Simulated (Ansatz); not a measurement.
Cost and result for the atomization energy of C2H3Cl2Ga, SMILES `C=[CH][Ga]([Cl])[Cl]` (8 atoms, 7 bonds).

```xyz
8

C    -0.353    1.424   -0.005
C    -0.743    0.153    0.029
Ga    0.557   -1.270   -0.005
Cl    0.067   -3.344    0.037
Cl    2.646   -0.824   -0.092
H    -1.068    2.244    0.013
H     0.696    1.704   -0.052
H    -1.802   -0.088    0.076
```

Total charge 0; spin multiplicity 1. Correlated methods include outer-core shells of Ga, which these sets cover unevenly. Scalar relativity is left out up to krypton. The geometry is a stationary point of PBE0-D4/def2-TZVP. It is one conformer, not always the lowest. Program: Ansatz. All runs use 4 threads of an Arm Neoverse V2 on a shared host. Times are those of one run each, without the atoms' runs, and a repeat can differ threefold. Electronic energies, without spin–orbit coupling; frozen cores. CCSD(T)/CBS adds CCSD(T) − MP2 in def2-TZVPP to the MP2 limit, and its time is that of the two runs behind it. T1 = 0.012. With those shells the extrapolation isn't a true limit. B3LYP takes the VWN-RPA correlation (the form of Gaussian; ORCA's B3LYP/G).

CCSD(T)/CBS is a level of theory with its own doubt, some kJ/mol a heavy atom from the limit and from the frozen cores, so smaller differences don't rank the functionals.

| level | functions | wall time | atomization (kcal/mol) | difference from CCSD(T)/CBS | per bond |
| --- | --- | --- | --- | --- | --- |
| LDA (SPW92)/def2-TZVPP | 236 | 1.1 s | 794.2 | 96.8 | 13.8 |
| PBE0-D4/def2-TZVPP | 236 | 3.1 s | 700.9 | 3.5 | 0.5 |
| BHLYP-D4/def2-TZVPP | 236 | 3.4 s | 673.5 | -23.9 | -3.4 |
| CAM-B3LYP-D4/def2-TZVPP | 236 | 3.7 s | 691.9 | -5.5 | -0.8 |
| r2SCAN-D4/def2-TZVPP (with forces) | 236 | 4.6 s | 701.7 | 4.3 | 0.6 |
| B3LYP-D4/def2-TZVPP (with forces) | 236 | 4.8 s | 688.8 | -8.6 | -1.2 |
| B2PLYP/def2-TZVPP | 236 | 4.8 s | 686.4 | -11.0 | -1.6 |
| CCSD(T)/def2-SVP | 111 | 5.5 s | 663.4 | -34.0 | -4.9 |
| B97M-V/def2-TZVPP | 236 | 8 s | 700.9 | 3.5 | 0.5 |
| ωB97M-V/def2-TZVPP (with forces) | 236 | 11 s | 696.6 | -0.8 | -0.1 |
| MP2/def2-QZVPP | 433 | 18 s | 709.6 | 12.2 | 1.7 |
| CCSD(T)/def2-TZVPP | 236 | 2.2 min | 681.8 | -15.6 | -2.2 |
| CCSD(T)/CBS(def2) | – | 2.5 min | 697.4 | 0.0 | 0.0 |

In def2-TZVPP, CCSD(T) changes the Hartree–Fock value by +159.9 kcal/mol (the triples alone add +12.8 kcal/mol) and MP2 by +178.8 kcal/mol; breaking electron pairs costs correlation energy, which Hartree–Fock lacks. The D4 term adds +8.6 kcal/mol with B3LYP and +4.5 kcal/mol with PBE0; it sums over pairs of atoms, weighted by their polarisabilities, and B3LYP, whose exchange is more repulsive, gets the larger term. Leaving LDA and LC-ωPBE aside and taking each functional with its dispersion term where it has one, the values, not all of them listed here, spread over 36.9 kcal/mol, from BHLYP-D4 to PBE-D4. LDA lies +89.0 kcal/mol from PBE without D4, its usual overbinding.
